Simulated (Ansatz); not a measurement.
A nudged elastic band was laid between two geometries of C₂H₃AlN₂O (9 atoms, charge 0, multiplicity 1).

Computed with Ansatz 0.2.0, RKS PBE/STO-3G.

* movable images: 7
* climbing image: yes
* spring: 5.0 eV/Å²
* optimiser: quadratic models (default)
* start path: IDPP
* force threshold: 0.05 eV/Å
* iteration limit: 10
* end points: relaxed

Image 0:

```xyz
9
Properties=species:S:1:pos:R:3
O 2.463 0.452 0.636
C 1.675 0.518 -0.356
C 0.190 0.124 -0.309
N -0.655 0.193 -1.378
Al -1.912 -0.475 -0.092
N -0.442 -0.363 0.904
H 1.992 0.877 -1.386
H -3.337 -0.914 0.175
H 0.115 -0.457 1.789
```

Image 8:

```xyz
9
Properties=species:S:1:pos:R:3
O 2.393 0.408 -1.435
C 1.712 0.312 -0.373
C 0.172 0.181 -0.316
N -0.654 0.150 -1.404
Al -1.929 -0.304 -0.082
N -0.536 0.195 0.976
H 2.188 0.309 0.662
H -3.233 -1.028 0.171
H -0.024 -0.270 1.783
```

What changes between the two ends?

No bond is made or broken. The dihedral O1–C2–C3–N4 goes from -180 to 0°.

What energy profile does the band end with?

It did not converge within its limit. The highest image is number 4 of 0 to 8, 0.209 eV above the first end and 0.119 eV above the last; the last end lies 0.090 eV above the first. The band didn't meet its force threshold, so its energies are provisional: the largest band force was still 0.21 eV/Å, and over the last iterations the top stayed at 0.22 eV. Limits of this set-up: minimal basis.

| image | path coordinate (Å) | energy (eV) | dihedral O1–C2–C3–N4 (°) |
| --- | --- | --- | --- |
| 0 | 0.00 | 0.000 | -180 |
| 1 | 0.58 | 0.002 | -165 |
| 2 | 1.15 | 0.073 | -139 |
| 3 | 1.73 | 0.167 | -115 |
| 4 | 2.32 | 0.209 | -89 |
| 5 | 2.82 | 0.194 | -68 |
| 6 | 3.32 | 0.149 | -45 |
| 7 | 3.83 | 0.106 | -22 |
| 8 | 4.33 | 0.090 | 0 |

The band took 10 iterations and of the order of 2 core-minutes.

The run took 2 min on 1 thread of Arm Neoverse V2, on a shared host, peak memory 0.093 GiB.
